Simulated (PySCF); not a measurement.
Zn(OH)(SeH), SMILES [OH][Zn][SeH], CAM-B3LYP/def2-SVP optimised geometry.

```
5

Zn     0.03     0.34     0.00
O      1.80     0.34     0.00
H      2.23    -0.50    -0.18
Se    -2.23     0.50     0.00
H     -2.29     0.23     1.44
```

Density from PySCF 2.14.0 with CAM-B3LYP/def2-TZVP at that geometry.

Minimum of the electron density along straight lines between bonded atoms, close to the bond critical point (lines longer than 1.1 times the sum of covalent radii, or with two minima, are not listed):

| bond | length / Å | ρ at the minimum / e bohr⁻³ | ∇²ρ there / e bohr⁻⁵ | position (fraction from the first atom) |
|---|---|---|---|---|
| Zn1–O2 | 1.765 | 0.140 | ? | 0.49 |
| O2–H3 | 0.963 | ? | ? | 0.80 |
| Zn1–Se4 | 2.273 | 0.088 | 0.13 | 0.45 |
| Se4–H5 | 1.471 | 0.173 | -0.30 | 0.63 |

Problem. What belongs in the gaps?

Solution. 
- Zn1–O2, ∇²ρ there / e bohr⁻⁵: 0.75
- O2–H3, ρ at the minimum / e bohr⁻³: 0.354
- O2–H3, ∇²ρ there / e bohr⁻⁵: -2.35
